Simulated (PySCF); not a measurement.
Field gradients at the hydrogen positions

C6H10N2Si.
SMILES with atom numbers: `[cH:1]1[n:2][c:3]([CH:4]2[CH2:5][SiH2:6][CH2:7]2)[cH:8][nH:9]1` (hydrogens: H10 on C1; H11 on C4; H12, H13 on C5; H14, H15 on Si6; H16, H17 on C7; H18 on C8; H19 on N9)

Cartesian coordinates in Å at the GFN2-xTB level; atoms count from 1:
```xyz
19
C6H10N2Si angstrom
C      2.343    0.868    0.377
N      1.054    0.742    0.499
C      0.682   -0.252   -0.360
C     -0.743   -0.653   -0.468
C     -1.617    0.584   -0.777
Si    -2.034    0.761    1.078
C     -1.301   -0.995    0.933
C      1.788   -0.726   -1.009
N      2.849   -0.002   -0.529
H      2.946    1.567    0.921
H     -0.838   -1.462   -1.198
H     -2.470    0.319   -1.399
H     -1.076    1.384   -1.274
H     -3.466    0.827    1.402
H     -1.262    1.737    1.831
H     -0.537   -1.307    1.640
H     -2.048   -1.785    0.878
H      1.908   -1.492   -1.748
H      3.811   -0.104   -0.805
```

Level: PBE0/pcSseg-1 (PySCF, non-relativistic); Q(2H) = 0.00286 b; rigid geometry, the same for H and D, with no vibrational averaging.

Problem. Rank these positions by the coupling χzz of a deuteron there, largest first.
A. H10 (aromatic hydrogen)
B. H11 (methine hydrogen)
C. H17 (methylene hydrogen)
D. H14 (Si–H hydrogen)
E. H18 (aromatic hydrogen)
F. H15 (Si–H hydrogen)

Solution. E (235 kHz), A (230 kHz), C (216 kHz), B (203 kHz), F (115 kHz), D (107 kHz).

Problem. Tabulate Vzz, the asymmetry η and χzz = 234.96 MHz × Q × Vzz for every hydrogen position.

Solution. 
```json
{"atom": "H10", "bonded to": "C1", "bond length (Å)": "1.072", "Vzz (au)": "0.3416", "η": "0.10", "χzz (kHz)": "230"}
{"atom": "H11", "bonded to": "C4", "bond length (Å)": "1.094", "Vzz (au)": "0.3016", "η": "0.03", "χzz (kHz)": "203"}
{"atom": "H12", "bonded to": "C5", "bond length (Å)": "1.089", "Vzz (au)": "0.3217", "η": "0.04", "χzz (kHz)": "216"}
{"atom": "H13", "bonded to": "C5", "bond length (Å)": "1.087", "Vzz (au)": "0.3223", "η": "0.05", "χzz (kHz)": "217"}
{"atom": "H14", "bonded to": "Si6", "bond length (Å)": "1.470", "Vzz (au)": "0.1592", "η": "0.00", "χzz (kHz)": "107"}
{"atom": "H15", "bonded to": "Si6", "bond length (Å)": "1.455", "Vzz (au)": "0.1709", "η": "0.04", "χzz (kHz)": "115"}
{"atom": "H16", "bonded to": "C7", "bond length (Å)": "1.087", "Vzz (au)": "0.3219", "η": "0.05", "χzz (kHz)": "216"}
{"atom": "H17", "bonded to": "C7", "bond length (Å)": "1.089", "Vzz (au)": "0.3214", "η": "0.04", "χzz (kHz)": "216"}
{"atom": "H18", "bonded to": "C8", "bond length (Å)": "1.071", "Vzz (au)": "0.3491", "η": "0.11", "χzz (kHz)": "235"}
{"atom": "H19", "bonded to": "N9", "bond length (Å)": "1.007", "Vzz (au)": "0.4099", "η": "0.14", "χzz (kHz)": "275"}
```

Problem. Average by the element that carries the hydrogen.

Solution. on C: 219 kHz over 7 positions, mean bond length 1.084 Å; on Si: 111 kHz over 2 positions, mean bond length 1.462 Å; on N: 275 kHz over 1 position, mean bond length 1.007 Å.

Problem. How does χzz go with the bond length over the 7 C–H bonds?

Solution. A straight-line fit has a slope of -11.2 kHz for each 0.01 Å, with a correlation coefficient of -0.96, over lengths from 1.071 to 1.094 Å. The longer bonds have the smaller couplings here.

Problem. A static deuteron (I = 1) shows a doublet split by (3/2)χ, (3/4)χ(1 + η) and (3/4)χ(1 − η) with the field along z, y and x of the gradient. What are these for H13?

Solution. With |χ| = 216.6 kHz and η = 0.051: 325, 171 and 154 kHz, to first order and without motion.

Isolated species at its GFN2-xTB geometry (one conformer only). GFN2-xTB bond lengths can be off by several hundredths of an ångström, more for odd bonds, and the gradients follow them. These gradients aren't converged with respect to the basis.
